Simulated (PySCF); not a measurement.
Species: C5H9F3N (doublet state).
Z-matrix (Å and degrees, GFN2-xTB geometry), rows numbered from 1:
```
C 
C   1  1.5403
C   2  1.4831  1  112.97
N   3  1.3974  2  117.74  1    77.01
C   4  1.4354  3  119.29  2   172.03
C   5  1.5248  4  109.48  3   159.57
F   6  1.3429  5  111.78  4    59.93
F   6  1.3413  5  111.62  4   179.22
F   6  1.3358  5  112.87  4   -60.32
H   1  1.0876  2  110.43  3  -179.86
H   1  1.0869  2  110.12  3   -59.53
H   1  1.0870  2  110.15  3    60.07
H   2  1.0937  1  108.58  3   121.81
H   2  1.0924  1  108.54  3  -120.89
H   3  1.0776  2  119.23  1   -69.36
H   4  1.0131  3  113.41  2    33.11
H   5  1.1040  4  114.38  3   -80.46
H   5  1.0934  4  109.21  3    41.53
```

The hyperfine couplings belong to this conformer and change with its torsions.

The species is `CC[CH]NCC(F)(F)F` [radical].

Computed with UKS B3LYP, pcH-1 on C F H N, non-relativistic, mean-field spin-orbit, GIAO in PySCF. Geometry: GFN2-xTB, one conformer, isolated molecule. A GFN2-xTB geometry isn't a minimum of the functional, and hyperfine couplings can be far from their values at a DFT geometry. No stability test was run, so a lower SCF solution isn't excluded.

Task: Predict the first-order ENDOR lines of N4, F7/F8/F9, H15, H13/H14, H17/H18 and H10/H11/H12 under fast tumbling at B = 1216.0 mT (Q band).

Result: ν± = |νn ± a/2|, one line for each electron-spin manifold; νn = |g_N| × 7.62259 MHz/T × B.

```tsv
nuclei	isotope	g_N	νn (MHz)	a_iso (MHz)	lower line (MHz)	upper line (MHz)
N4	14N	0.4038	3.74	10.41	1.46	8.95
F7/F8/F9	19F	5.2577	48.73	1.59	47.94	49.53
H15	1H	5.5857	51.77	-28.97	37.29	66.26
H13/H14	1H	5.5857	51.77	23.36	40.10	63.45
H17/H18	1H	5.5857	51.77	13.50	45.03	58.52
H10/H11/H12	1H	5.5857	51.77	1.47	51.04	52.51
```

Task: Which pairs are centred on the nuclear Larmor frequency, and which on half the coupling?

Result: Centred on νn, since |a| < 2νn: F7/F8/F9, H15, H13/H14, H17/H18 and H10/H11/H12. Centred on |a|/2 and split by 2νn: N4.

Task: At what field would the lower line of H13/H14 fall to zero frequency?

Result: Where νn = |a|/2, that is B = 11.68 MHz/(5.5857 × 7.62259 MHz/T) = 274 mT, as far as first order holds there.

Means are taken over nuclei equivalent by connectivity, which assumes that they swap fast. The three 1H nuclei of mean +1.5 MHz run from -4.0 to 10.6 MHz in the frozen geometry. The three 19F nuclei of mean +1.6 MHz run from -1.4 to 5.9 MHz in the frozen geometry. The 1H value of +13.5 MHz is a mean of couplings from 4.2 to 22.8 MHz in this one geometry, not an average over conformers. The 1H value of +23.4 MHz is a mean of couplings from 18.6 to 28.1 MHz in this one geometry, not an average over conformers.
